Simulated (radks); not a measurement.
Results of a calculation; reference values are marked as such.
Question: Successive ionisation energies (eV) of one element, from differences of total energies of ions in their ground configurations, starting at charge 44: 2186.3, 2495.5, 2554.5, 2611.9, 2693.8, 2754.2, 2812.9, 3104.2, 3174.3, 5283.7, 5424.5, 5565.9, 5707.9, 5850.1, 6049.1, 6197.8, 6347.2, 6497.0, 6647.0, 7311.8, 7442.6, 7570.3. Level of theory: scalar-relativistic Kohn-Sham, r2SCAN, spin-polarised, spherical densities, finite nucleus; open shells are filled with parallel spins first (spin-orbit coupling, left out, can overturn this in heavy ions); meta-GGA in the generalised Kohn-Sham scheme; Fermi nuclear charge, rms radius 5.4759 fm (a radial shooting solver on a logarithmic mesh with Libxc functionals). Which element is it?

Answer: Thallium (Z = 81). The first species listed is Tl44+ in [Kr] 4d1, the last Tl65+ in [Ne] 3s2 3p4.
